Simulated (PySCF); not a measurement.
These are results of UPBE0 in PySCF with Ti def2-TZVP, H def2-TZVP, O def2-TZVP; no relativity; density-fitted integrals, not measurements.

```xyz
4
charge 0 multiplicity 3, angstrom
Ti   -0.1757    0.0000    0.4240
H     0.6353    0.0000    1.9984
O     0.4219    0.0000   -1.2785
H     1.1574    0.0000   -1.8884
```

HTi(OH) (triplet), along the line from Ti1 (at 0) through H2 (at 1.771 Å).

Problem. Tabulate the fields along this line at -0.62, -0.44, -0.27, -0.09, 0.18, 0.35, 0.53, 0.71, 0.89, 1.06, 1.24, 1.42, 1.59, 1.86, 2.04, 2.21, 2.39, 2.57, 2.75 Å.

Solution. 
| distance (Å) | electron density (e/Å³) | spin density (e/Å³) | electron localisation function | electrostatic potential (V) |
| --- | --- | --- | --- | --- |
| -0.62 | 3.45 | 0.51 | 0.88 | 49.8 |
| -0.44 | 8.74 | 1.28 | 0.857 | 121 |
| -0.27 | 19.3 | 1.66 | 0.151 | 359 |
| -0.09 | 466 | -0.00683 | 0.558 | 2090 |
| 0.18 | 97.8 | 0.866 | 0.786 | 718 |
| 0.35 | 10.4 | 1.23 | 0.384 | 204 |
| 0.53 | 5.27 | 0.655 | 0.843 | 76.3 |
| 0.71 | 1.94 | 0.288 | 0.673 | 34.1 |
| 0.89 | 0.832 | 0.125 | 0.35 | 17.3 |
| 1.06 | 0.604 | 0.0575 | 0.49 | 9.87 |
| 1.24 | 0.699 | 0.0223 | 0.935 | 8.37 |
| 1.42 | 0.99 | -0.00779 | 0.998 | 15.4 |
| 1.59 | 1.57 | -0.0478 | 1 | 51.2 |
| 1.86 | 1.9 | -0.0865 | 1 | 131 |
| 2.04 | 0.92 | -0.0496 | 1 | 25.6 |
| 2.21 | 0.447 | -0.028 | 1 | 7.68 |
| 2.39 | 0.225 | -0.0157 | 1 | 1.88 |
| 2.57 | 0.117 | -0.0087 | 1 | -0.276 |
| 2.75 | 0.0625 | -0.0049 | 1 | -1.06 |

On a grid of 0.09 Å the density has a local minimum along the bond near 1.06 Å from Ti, at 0.60 e/Å³, where the ELF is 0.49.

Other spin states or occupations of the open shell can lie lower.
